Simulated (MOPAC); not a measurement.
A run for MOPAC: PM7 on C3H8O2 (SMILES COCOC), a point of a torsion scan.

```
PM7 1SCF PRECISE CHARGE=0 THREADS=1
C3H8O2

C      2.09304124 1     0.39741707 1    -0.07080743 1
O      1.34370291 1    -0.60260041 1     0.57238789 1
C     -0.01593747 1    -0.32584466 1     0.63929427 1
O     -0.67017382 1    -1.53269913 1     0.86057038 1
C     -2.05177981 1    -1.37912320 1     1.06233715 1
H      2.03149305 1     1.35205110 1     0.46684395 1
H      1.75276041 1     0.55050541 1    -1.10238911 1
H      3.12290470 1     0.04836990 1    -0.07348714 1
H     -0.23340181 1     0.39256041 1     1.46289736 1
H     -0.36905699 1     0.13712983 1    -0.31041547 1
H     -2.53612791 1    -0.93421959 1     0.18355872 1
H     -2.25940042 1    -0.74779177 1     1.93545906 1
H     -2.44749781 1    -2.37766073 1     1.23072073 1
```

Program output:

```
*******************************************************************************
 **                                                                           **
 **                              MOPAC v23.2.5                                **
 **                                                                           **
 *******************************************************************************
 ** MOPAC's Digital Object Identifier: https://doi.org/10.5281/zenodo.6511958 **
 **                                                                           **
 ** Please cite the open-source release paper for use of this MOPAC version:  **
 ** J. E. Moussa and J. J. P. Stewart (2026)                                  **
 ** MOPAC: An open-source semiempirical molecular orbital program             **
 ** J. Open Source Softw., 11(119), 8025, https://doi.org/10.21105/joss.08025 **
 *******************************************************************************

                              PM7 CALCULATION RESULTS

 *******************************************************************************
 *  PM7        - The PM7 Hamiltonian to be used
 *
 *
 *
 *                 CHARGE ON SYSTEM = 0
 *
 *
 *
 *  PRECISE    - TIGHTER CRITERIA TO BE USED
 *  1SCF       - DO 1 SCF AND THEN STOP
 *  THREADS=1  - MULTI-THREADING NOT USED
 *  T=         - A TIME OF 172800.0 SECONDS REQUESTED
 *  DUMP=N     - RESTART FILE WRITTEN EVERY 7200.0 SECONDS REQUESTED
 *******************************************************************************
PM7 1SCF PRECISE CHARGE=0 THREADS=1
 C3H8O2

   ATOM   CHEMICAL          X               Y               Z
  NUMBER   SYMBOL      (ANGSTROMS)     (ANGSTROMS)     (ANGSTROMS)

     1       C          2.09304124  *   0.39741707  *  -0.07080743  *
     2       O          1.34370291  *  -0.60260041  *   0.57238789  *
     3       C         -0.01593747  *  -0.32584466  *   0.63929427  *
     4       O         -0.67017382  *  -1.53269913  *   0.86057038  *
     5       C         -2.05177981  *  -1.37912320  *   1.06233715  *
     6       H          2.03149305  *   1.35205110  *   0.46684395  *
     7       H          1.75276041  *   0.55050541  *  -1.10238911  *
     8       H          3.12290470  *   0.04836990  *  -0.07348714  *
     9       H         -0.23340181  *   0.39256041  *   1.46289736  *
    10       H         -0.36905699  *   0.13712983  *  -0.31041547  *
    11       H         -2.53612791  *  -0.93421959  *   0.18355872  *
    12       H         -2.25940042  *  -0.74779177  *   1.93545906  *
    13       H         -2.44749781  *  -2.37766073  *   1.23072073  *



          CARTESIAN COORDINATES

    NO.       ATOM           X           Y           Z

     1         C          2.0930      0.3974     -0.0708
     2         O          1.3437     -0.6026      0.5724
     3         C         -0.0159     -0.3258      0.6393
     4         O         -0.6702     -1.5327      0.8606
     5         C         -2.0518     -1.3791      1.0623
     6         H          2.0315      1.3521      0.4668
     7         H          1.7528      0.5505     -1.1024
     8         H          3.1229      0.0484     -0.0735
     9         H         -0.2334      0.3926      1.4629
    10         H         -0.3691      0.1371     -0.3104
    11         H         -2.5361     -0.9342      0.1836
    12         H         -2.2594     -0.7478      1.9355
    13         H         -2.4475     -2.3777      1.2307

 General Reference for PM7:
 "Optimization of Parameters for Semiempirical Methods VI: More Modifications to the
 NDDO Approximations and Re-optimization of Parameters", J. J. P. Stewart, J. Mol. Mod., 1:32, 19 (2013)
 https://link.springer.com/article/10.1007/s00894-012-1667-x

           Empirical Formula: C3 H8 O2  =    13 atoms



      MOLECULAR POINT GROUP   :   C1


      RHF CALCULATION, NO. OF DOUBLY OCCUPIED LEVELS = 16


 -------------------------------------------------------------------------------
 PM7 1SCF PRECISE CHARGE=0 THREADS=1
 C3H8O2



     1SCF WAS SPECIFIED, SO BFGS WAS NOT USED
     SCF FIELD WAS ACHIEVED


                              PM7 CALCULATION
                                                       MOPAC v23.2.5 Linux




          FINAL HEAT OF FORMATION =        -72.99396 KCAL/MOL =    -305.40673 KJ/MOL


          COSMO AREA              =        120.57 SQUARE ANGSTROMS
          COSMO VOLUME            =        103.00 CUBIC ANGSTROMS

          IONIZATION POTENTIAL    =          9.728350 EV
          HOMO LUMO ENERGIES (EV) =         -9.728  1.623
          NO. OF FILLED LEVELS    =         16
          MOLECULAR WEIGHT        =         76.0950         POINT GROUP:  C1

          MOLECULAR DIMENSIONS (Angstroms)

            Atom       Atom       Distance
            H    13    H     8     6.21417
            H     9    H     7     2.20996
            H     8    H    10     1.67365


          SCF CALCULATIONS        =          1





   ATOM   CHEMICAL          X               Y               Z
  NUMBER   SYMBOL      (ANGSTROMS)     (ANGSTROMS)     (ANGSTROMS)

     1       C          2.09304124  *   0.39741707  *  -0.07080743  *
     2       O          1.34370291  *  -0.60260041  *   0.57238789  *
     3       C         -0.01593747  *  -0.32584466  *   0.63929427  *
     4       O         -0.67017382  *  -1.53269913  *   0.86057038  *
     5       C         -2.05177981  *  -1.37912320  *   1.06233715  *
     6       H          2.03149305  *   1.35205110  *   0.46684395  *
     7       H          1.75276041  *   0.55050541  *  -1.10238911  *
     8       H          3.12290470  *   0.04836990  *  -0.07348714  *
     9       H         -0.23340181  *   0.39256041  *   1.46289736  *
    10       H         -0.36905699  *   0.13712983  *  -0.31041547  *
    11       H         -2.53612791  *  -0.93421959  *   0.18355872  *
    12       H         -2.25940042  *  -0.74779177  *   1.93545906  *
    13       H         -2.44749781  *  -2.37766073  *   1.23072073  *

                             CARTESIAN COORDINATES

   1    C        2.093041240     0.397417070    -0.070807430
   2    O        1.343702910    -0.602600410     0.572387890
   3    C       -0.015937470    -0.325844660     0.639294270
   4    O       -0.670173820    -1.532699130     0.860570380
   5    C       -2.051779810    -1.379123200     1.062337150
   6    H        2.031493050     1.352051100     0.466843950
   7    H        1.752760410     0.550505410    -1.102389110
   8    H        3.122904700     0.048369900    -0.073487140
   9    H       -0.233401810     0.392560410     1.462897360
  10    H       -0.369056990     0.137129830    -0.310415470
  11    H       -2.536127910    -0.934219590     0.183558720
  12    H       -2.259400420    -0.747791770     1.935459060
  13    H       -2.447497810    -2.377660730     1.230720730


           Empirical Formula: C3 H8 O2  =    13 atoms



      MOLECULAR POINT GROUP   :   C1


                  EIGENVALUES
 -30.31231 -29.68813 -25.09671 -23.95561 -23.01684 -17.20675 -16.96171 -16.88200
 -15.10881 -14.54047 -14.38613 -13.36039 -12.54025 -11.80529 -10.49117  -9.72835
   1.62257   2.96983   4.25435   5.06414   5.27308   5.29142   5.34155   5.37906
   5.46859   5.65329   6.13045   6.26101


              NET ATOMIC CHARGES AND DIPOLE CONTRIBUTIONS

  ATOM NO.   TYPE          CHARGE      No. of ELECS.   s-Pop       p-Pop
    1          C          -0.188844        4.1888     1.07665     3.11220
    2          O          -0.375000        6.3750     1.86583     4.50917
    3          C           0.169553        3.8304     1.09837     2.73207
    4          O          -0.379527        6.3795     1.86655     4.51298
    5          C          -0.189094        4.1891     1.07594     3.11315
    6          H           0.118441        0.8816     0.88156
    7          H           0.121284        0.8787     0.87872
    8          H           0.152925        0.8471     0.84708
    9          H           0.091751        0.9082     0.90825
   10          H           0.087002        0.9130     0.91300
   11          H           0.118229        0.8818     0.88177
   12          H           0.120342        0.8797     0.87966
   13          H           0.152939        0.8471     0.84706
 DIPOLE           X         Y         Z       TOTAL
 POINT-CHG.    -1.577     3.153    -0.768     3.608
 HYBRID         0.121    -0.238     0.037     0.270
 SUM           -1.456     2.914    -0.731     3.339


          ATOMIC ORBITAL ELECTRON POPULATIONS

     Atom    s        px        py        pz
    1  C   1.07665   1.04564   0.99418   1.07237
    2  O   1.86583   1.23892   1.46800   1.80225
    3  C   1.09837   0.79110   0.85968   1.08130
    4  O   1.86655   1.23944   1.33235   1.94118
    5  C   1.07594   0.82709   1.15755   1.12851
    6  H   0.88156
    7  H   0.87872
    8  H   0.84708
    9  H   0.90825
   10  H   0.91300
   11  H   0.88177
   12  H   0.87966
   13  H   0.84706

 **********************
 *                    *
 * JOB ENDED NORMALLY *
 *                    *
 **********************




 == MOPAC DONE ==
```

The run finished.

Cost: roughly 0.03 core-seconds.
